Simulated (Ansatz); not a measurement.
**SnH3Cl (SMILES [Cl][SnH3]): the electronic atomisation energy, rung by rung**

The species is SnH3Cl (5 atoms), meant as a singlet with charge 0. SMILES: `[Cl][SnH3]`. The shape is that of a PBE0-D4/def2-TZVP optimisation.

Quantity: the electronic atomisation energy, in eV. The values are calculated. Electronic energies at fixed atoms, without zero-point motion or spin-orbit coupling.

| level | kind | program | value (eV) | less FCI/STO-3G |
| --- | --- | --- | --- | --- |
| HF/STO-3G | Hartree–Fock | Ansatz | 14.89 | -1.26 |
| BLYP/STO-3G | GGA | Ansatz | 18.30 | +2.15 |
| PBE/STO-3G | GGA | Ansatz | 18.27 | +2.12 |
| PBE0/STO-3G | global hybrid | Ansatz | 18.00 | +1.85 |
| MP2/STO-3G | perturbation theory | Ansatz | 15.77 | -0.38 |
| BCCD(T)/STO-3G | coupled cluster or CI | Ansatz | 16.14 | -0.01 |
| CCSD/STO-3G | coupled cluster or CI | Ansatz | 16.13 | -0.02 |
| CCSDT(Q)/STO-3G | coupled cluster or CI | Ansatz | 16.15 | 0.00 |
| FCI/STO-3G | exact in the basis | Ansatz | 16.15 | 0.00 |

FCI/STO-3G is exact within its basis and frozen core, so for wave-function methods in that basis the difference is their error; functionals converge differently with the basis, so for them it is only a difference. All-electron rows without a relativistic Hamiltonian named are non-relativistic. The values span 14.89 to 18.30 eV. All rows use very small basis sets, so none should be taken for the real molecule's value. In the correlated wave-function rows the outer d shell of Sn is correlated, in sets not made for it.
